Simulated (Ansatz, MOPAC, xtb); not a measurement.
Diatomic BP-, multiplicity 2 (lowest of 2S+1 = 2, 4 at CCSD(T)/def2-TZVPP on PBE0 minima; our sources give no spin for the ground state, which may be another). The T1 diagnostic near the minimum is 0.082, so single-reference values are doubtful.

Seven points along R, fitted to fifth degree in 1/R; most abundant isotopes. In def2 and cc sets the state is the lowest found near the PBE0 minimum, followed along R.

The state that PM7 reach isn't checked; PM7 holds dispersion and hydrogen-bond terms.

The values were computed with Ansatz (Gaussian orbitals); MOPAC for PM7 (differences of heats of formation); xtb for the GFN methods. Values without a source in brackets are computed. The GFN methods have no spin term and hold the electronic entropy of 300 K.

```tsv
level	r_e (Å)	ω_e (cm⁻¹)	ω_e x_e (cm⁻¹)
PM7	1.745	…	4.2
GFN1-xTB	1.668	1256	7.6
GFN2-xTB	1.663	1320	9.5
r2SCAN/def2-TZVPP	1.695	1057	5.5
B3LYP/def2-TZVPP	1.694	1044	5.8
PBE0/def2-TZVPP	1.691	1064	5.5
CAM-B3LYP/def2-TZVPP	1.678	1085	5.8
wB97M-V/def2-TZVPP	…	…	5.9
```

Problem. What belongs in the gaps?

Solution. 
- wB97M-V/def2-TZVPP, r_e (Å): 1.683
- wB97M-V/def2-TZVPP, ω_e (cm⁻¹): 1078
- PM7, ω_e (cm⁻¹): 887

Ansatz is a quantum-chemistry and plane-wave program.
